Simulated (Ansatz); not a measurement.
Born–Oppenheimer molecular dynamics of CHSe (3 atoms, charge 1, multiplicity 1). It starts from a relaxed structure.

Method: RKS PBE/def2-SVP (Ansatz).

```yaml
ensemble: NVT, Langevin thermostat
time_step: 0.5 fs
steps_asked: 400
set_temperature: 500 K
friction: 0.001 /fs
seed: 834975
```

First frame:

```xyz
3
Properties=species:S:1:pos:R:3
C -0.141 -0.057 -0.084
Se 1.179 0.480 0.699
H -1.038 -0.423 -0.615
```

(1) How far do the bonds stretch over the last three quarters of this one trajectory? (Pairs bonded in most of those frames.)

## Answers

(1) 
```
  bond  mean (Å)  spread (Å)  shortest  longest
C1–Se2     1.627       0.006      1.61     1.64
 C1–H3     1.108       0.016      1.08     1.14
```

Mean temperature of the second half: 183 K. The mean temperature of the second half is 63 % below the set value. A run of 0.2 ps of so small a system gives no equilibrium averages. Limits of this set-up: the dipole of an ion depends on the origin.

Run time: 6.5 min on 1 CPU thread of a shared host.
